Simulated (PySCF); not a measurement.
## How a change of structure moves an absorption spectrum

Method: PySCF 2.14.0, density-fitted response routines, TDDFT CAM-B3LYP/def2-SVPD, vertical, gas phase, core orbitals frozen in the response. Geometries: GFN2-xTB; one conformer of each isolated species. Triplets are in the Tamm–Dancoff approximation. 'Strongest' means the level of largest summed f among the lowest 8 singlets; it needn't be the same kind of state in each.

Parent: `C#C[C@@]1(F)CC=C1CF`, with lowest singlet excitation energy 6.08 eV, LUMO energy 0.49 eV, energy of the strongest computed level 6.77 eV, lowest triplet energy 4.27 eV, mean static polarisability 77.9 au, HOMO energy -9.09 eV. Its spectrum: 204 nm (f 0.008); 189 nm (f 0.050); 183 nm (f 0.084); 178 nm (f 0.047); 169 nm (f 0.024).

**Question.** Give the shifts from the parent for: C replaced by Si (`C#C[C@@]1(F)CC=C1[SiH2]F`); C replaced by Si (`C#C[Si@]1(F)CC=C1CF`); H2 added to a C-C multiple bond (`C#C[C@@]1(F)CC[C@H]1CF`).

**Answer.** 

| change | SMILES | Δ S1 (eV) | Δ LUMO (eV) | Δ strongest (eV) | Δ T1 (eV) | Δ α (au) | Δ HOMO (eV) |
| --- | --- | --- | --- | --- | --- | --- | --- |
| C replaced by Si | C#C[C@@]1(F)CC=C1[SiH2]F | -0.19 | -0.44 | -0.11 | -0.20 | +11.0 | -0.21 |
| C replaced by Si | C#C[Si@]1(F)CC=C1CF | -0.19 | -0.32 | -0.20 | -0.07 | +11.8 | -0.10 |
| H2 added to a C-C multiple bond | C#C[C@@]1(F)CC[C@H]1CF | +0.11 | +0.54 | +1.19 | +1.08 | -0.2 | -0.48 |

S1 falls most with C replaced by Si (-0.19 eV), and it rises most with H2 added to a C-C multiple bond (+0.11 eV). S1 is simply the lowest singlet of each species and needn't be the same kind of state throughout.
